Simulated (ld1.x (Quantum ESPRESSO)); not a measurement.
**u(r) = r·R(r): atom against pseudo-atom (nitrogen)**

Columns: radius, all-electron u(r) and pseudo u(r) of the 2s shell (level -19.03 eV) of nitrogen in the configuration [He] 2s1 2p4; PBE, scalar-relativistic, TM scheme, ld1.x (Quantum ESPRESSO) 7.5.

```
r (bohr)  all-electron   pseudo
   0.070        0.3407  -0.0644
   0.140        0.3797  -0.1279
   0.210        0.2720  -0.1898
   0.280        0.1021  -0.2510
   0.350       -0.0844  -0.3145
   0.420       -0.2631  -0.3859
   0.490       -0.4222  -0.4705
   0.560       -0.5571  -0.5681
   0.630       -0.6667  -0.6674
   0.700       -0.7519  -0.7519
   0.770       -0.8147  -0.8147
   0.840       -0.8576  -0.8576
   0.910       -0.8835  -0.8835
   0.980       -0.8951  -0.8951
   1.050       -0.8948  -0.8948
   1.120       -0.8850  -0.8850
   1.190       -0.8676  -0.8676
   1.260       -0.8445  -0.8445
   1.330       -0.8169  -0.8169
   1.400       -0.7862  -0.7862
   1.470       -0.7533  -0.7533
   1.540       -0.7190  -0.7190
   1.610       -0.6840  -0.6840
   1.680       -0.6488  -0.6488
   1.750       -0.6139  -0.6139
   1.820       -0.5796  -0.5796
```

(1) How many radial nodes do the two functions have?

(2) At about which radius was the pseudo-wave matched?

(3) Is the pseudo-wave norm-conserving?

## Answers

(1) The all-electron 2s function has n − l − 1 = 1; the pseudo-wave has 0, since the states of the same l below it are removed with the core.

(2) 0.70 bohr, where the columns begin to agree (steps of 0.07 bohr).

(3) Yes: the TM scheme keeps the norm inside the radius equal to the all-electron one, which fixes the energy derivative of the logarithmic derivative at the level.
